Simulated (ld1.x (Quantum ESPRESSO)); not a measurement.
An all-electron radial function and its pseudo partner (beryllium (Be))

Columns: radius, all-electron u(r) and pseudo u(r) of the 2s shell (level -7.49 eV) of beryllium in the configuration [He] 2s1.75 2p0; LDA (PZ), non-relativistic, RRKJ scheme, ld1.x (Quantum ESPRESSO) 7.5.

| r (bohr) | all-electron | pseudo |
| --- | --- | --- |
| 0.210 | 0.2655 | -0.0564 |
| 0.420 | 0.1625 | -0.1158 |
| 0.630 | -0.0308 | -0.1886 |
| 0.840 | -0.2208 | -0.2836 |
| 1.050 | -0.3776 | -0.3946 |
| 1.260 | -0.4950 | -0.4990 |
| 1.470 | -0.5751 | -0.5765 |
| 1.680 | -0.6229 | -0.6231 |
| 1.890 | -0.6444 | -0.6444 |
| 2.100 | -0.6452 | -0.6452 |
| 2.310 | -0.6307 | -0.6307 |
| 2.520 | -0.6051 | -0.6051 |
| 2.730 | -0.5720 | -0.5720 |
| 2.940 | -0.5344 | -0.5344 |
| 3.150 | -0.4943 | -0.4943 |
| 3.360 | -0.4535 | -0.4535 |
| 3.570 | -0.4132 | -0.4132 |
| 3.780 | -0.3742 | -0.3742 |
| 3.990 | -0.3370 | -0.3370 |
| 4.200 | -0.3022 | -0.3022 |
| 4.410 | -0.2699 | -0.2699 |
| 4.620 | -0.2402 | -0.2402 |
| 4.830 | -0.2130 | -0.2130 |
| 5.040 | -0.1885 | -0.1885 |
| 5.250 | -0.1663 | -0.1663 |
| 5.460 | -0.1464 | -0.1464 |

Question: How many radial nodes do the two functions have?

Answer: The all-electron 2s function has n − l − 1 = 1; the pseudo-wave has 0, since the states of the same l below it are removed with the core.

Question: At about which radius was the pseudo-wave matched?

Answer: 1.80 bohr, where the columns begin to agree (steps of 0.21 bohr).

Question: Is the pseudo-wave norm-conserving?

Answer: Yes: the RRKJ scheme keeps the norm inside the radius equal to the all-electron one, which fixes the energy derivative of the logarithmic derivative at the level.
